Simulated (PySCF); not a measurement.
**Question.** Give a PBE0-D3(BJ)/def2-SVP geometry of `CS(=O)(=O)[SiH2][SiH2][O-]`. (Charge -1.)

**Answer.** 
```
atom  x, y, z in Å
C1    -2.4991    0.5046    0.6114
S2    -1.1380   -0.6875    0.5390
O3    -1.1394   -1.3483    1.8622
O4    -1.4155   -1.5012   -0.6645
Si5    0.7827    0.4761    0.2313
Si6    2.9495   -0.4354   -0.1389
O7     3.7548    0.9122   -0.2293
H8    -3.3967   -0.1205    0.7270
H9    -2.5379    1.0723   -0.3270
H10   -2.3658    1.1620    1.4801
H11    0.6947    1.3725    1.4358
H12    0.3140    1.3415   -0.9078
H13    2.8004   -1.3315   -1.3568
H14    3.1966   -1.4160    0.9946
```

Orientation and origin are arbitrary. Atoms count from 1 in this order. Si5 (SiH2 silicon) has angles from 97.7° to 126.6°. Si6 (oxygen-bound silicon) is distorted tetrahedral (angles from 98.5° to 120.9°). S2 (sulfonyl sulfur) is distorted tetrahedral (angles from 104.7° to 118.8°).

Bonds between heavy atoms (Å): C1–S2 1.811, S2=O3 1.479, S2=O4 1.479, S2–Si5 2.267, Si5–Si6 2.380, Si6–O7 1.573.

Computed, not measured: PySCF, PBE0-D3(BJ)/def2-SVP geometry optimisation, gas phase.

Point group: near Cs, missed by 0.28 Å at most; the miss may be what the optimiser left on a soft mode. No frequency check. The geometry's basis has no diffuse functions, a weakness for an anion. Torsions: C1–S2–Si5–Si6 -175°, S2–Si5–Si6–O7 -179°.

The run took 91 s wall on AMD EPYC 7R43, one thread, no GPU, shared host with 256 logical CPUs at a one-minute load of 161, and the process peaked at 0.76 GiB of memory. That covers the optimisation of the geometry.

One conformer stands for the species.
